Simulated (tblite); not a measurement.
Compound: C3H5FN2Si.
SMILES: `n1([SiH3])ccnc1F`

Computed with GFN2-xTB (tblite): harmonic, unscaled wavenumbers at the GFN2-xTB geometry, gas phase. Against measured fundamentals such values can be off by several per cent, at times by over 20. Modes of hydrogen on silicon can be 10 to 20 % off.

Harmonic wavenumbers (cm⁻¹): 34.1, 127.2, 147.7, 305.7, 401.7, 496.9, 573.0, 593.2, 602.0, 657.3, 694.5, 744.9, 760.9, 764.2, 791.4, 822.4, 906.9, 1032.4, 1109.5, 1167.2, 1243.8, 1317.9, 1389.4, 1511.1, 1601.0, 2310.4, 2311.1, 2317.9, 3178.4, 3192.8.

A = 3801, B = 2101, C = 1375 MHz; mass 116.021 u (most abundant isotopes); point group Cs, symmetry number 1.

Question: What is the zero-point energy?

Answer: ½Σν̃ = 16553 cm⁻¹ = 198.02 kJ/mol.

Question: Entropy at 273.15 K, 1 bar (ideal gas, RRHO, classical rotation)?

Answer: Translation 166.32, rotation 115.11, vibration 67.83: S = 349.3 J/(mol K).

Question: And Cp and H(273.15 K) − H(0)?

Answer: Cp = 110.80 J/(mol K), of which vibrations give 77.54 (their classical limit is 30 R = 249.4); H(273.15 K) − H(0) = 18.83 kJ/mol without the zero-point energy, 9.74 from vibrations.

Question: Blend soft modes into free rotors: weight 1/[1 + (100 cm⁻¹/ν̃)⁴] for the oscillator and the rest for a rotor with moment μB/(μ + B), μ = h/(8π²ν), B = 10⁻⁴⁴ kg m². What vibrational entropy results?

Answer: 60.96 J/(mol K) in place of 67.83, which changes −T·S at 273.15 K by +1.88 kJ/mol.

Question: How do the functions run with temperature in this model?

Answer: 
```tsv
T (K)	S (J/(mol K))	Cp (J/(mol K))	H − H(0) (kJ/mol)	G − H(0) (kJ/mol)	ln q(vib)
100	271.0	57.3	4.57	-22.53	1.27
200	318.8	86.0	11.63	-52.13	2.75
300	360.0	119.5	21.92	-86.09	4.29
500	434.0	170.4	51.31	-165.69	7.59
800	524.5	213.4	109.57	-310.02	12.46
1000	574.0	230.4	154.05	-419.99	15.47
```

q(vib) and H(0) count from the zero-point level.

Question: What must be added to the electronic energy to get the Gibbs energy at 273.15 K and 1 bar?

Answer: ZPE + [H(273.15 K) − H(0)] − T·S = 198.02 + 18.83 − 95.40 = 121.45 kJ/mol.

Question: Which modes carry the vibrational entropy at 273.15 K?

Answer: 34.1 cm⁻¹: 22.60; 127.2 cm⁻¹: 11.80; 147.7 cm⁻¹: 10.61; 305.7 cm⁻¹: 5.20; 401.7 cm⁻¹: 3.48; 496.9 cm⁻¹: 2.34 J/(mol K); the other 24 give 11.80 together.

Hindered rotation and anharmonicity are outside this model.
